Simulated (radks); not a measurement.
All-electron atom: neutral titanium in [Ar] 3d2 4s2.

Calculated with a radial shooting solver on a logarithmic mesh with Libxc functionals: non-relativistic Kohn-Sham, RPBE, spin-polarised, spherical densities, point nucleus; open shells are filled with parallel spins first.

Energy parts (eV):
total: -23110.182
kinetic: 23089.167
electron-nucleus: -54733.431
Hartree: 9673.778
exchange-correlation: -1139.697

Orbitals (lengths in bohr, moments of r in powers of bohr; r(max) is where P^2 peaks; r(90%) holds 90 % of the orbital's charge):
1s up: occ. 1; eigenvalue (eV) -4837.131; r(max) 0.04612; <r^4> 0.0001117; r(90%) 0.125; <1/r> 21.53
1s down: occ. 1; eigenvalue (eV) -4837.141; r(max) 0.04612; <r^4> 0.0001117; r(90%) 0.125; <1/r> 21.53
2s up: occ. 1; eigenvalue (eV) -531.0756; r(max) 0.2712; <r^4> 0.02829; r(90%) 0.509; <1/r> 4.493
2s down: occ. 1; eigenvalue (eV) -530.5318; r(max) 0.2711; <r^4> 0.02817; r(90%) 0.508; <1/r> 4.497
2p up: occ. 3; eigenvalue (eV) -443.3170; r(max) 0.2206; <r^4> 0.02242; r(90%) 0.478; <1/r> 4.428
2p down: occ. 3; eigenvalue (eV) -442.9062; r(max) 0.2205; <r^4> 0.02229; r(90%) 0.477; <1/r> 4.432
3s up: occ. 1; eigenvalue (eV) -62.5348; r(max) 0.8761; <r^4> 2.280; r(90%) 1.52; <1/r> 1.382
3s down: occ. 1; eigenvalue (eV) -60.7767; r(max) 0.8761; <r^4> 2.285; r(90%) 1.52; <1/r> 1.381
3p up: occ. 3; eigenvalue (eV) -39.4560; r(max) 0.9051; <r^4> 3.421; r(90%) 1.68; <1/r> 1.258
3p down: occ. 3; eigenvalue (eV) -37.6977; r(max) 0.9049; <r^4> 3.459; r(90%) 1.68; <1/r> 1.257
3d up: occ. 2; eigenvalue (eV) -4.9591; r(max) 0.9786; <r^4> 31.80; r(90%) 2.78; <1/r> 0.8811
3d down: occ. 0; eigenvalue (eV) -3.3998; r(max) 0.9833; <r^4> 52.12; r(90%) 3.09; <1/r> 0.8470
4s up: occ. 1; eigenvalue (eV) -4.5778; r(max) 2.914; <r^4> 336.5; r(90%) 5.29; <1/r> 0.3711
4s down: occ. 1; eigenvalue (eV) -4.0967; r(max) 3.060; <r^4> 409.2; r(90%) 5.55; <1/r> 0.3509
4p up: occ. 0; eigenvalue (eV) -1.5728; r(max) 3.752; <r^4> 1392; r(90%) 7.57; <1/r> 0.2670
4p down: occ. 0; eigenvalue (eV) -1.3773; r(max) 3.930; <r^4> 1789; r(90%) 8.06; <1/r> 0.2495

The highest occupied level is 4s down at -4.097 eV. Virial ratio -V/T = 2.00091. The electron density at the nucleus is 7146 e/bohr^3. For comparison, the ionisation energy in NIST's Atomic Spectra Database is 6.828 eV (measured). In exact Kohn-Sham theory the highest level is minus the ionisation energy, but local and semilocal functionals leave it too shallow, through self-interaction and a potential that decays too fast; potentials with the right tail come closer. The density falls to 0.001 e/bohr^3 at r = 4.86 bohr.
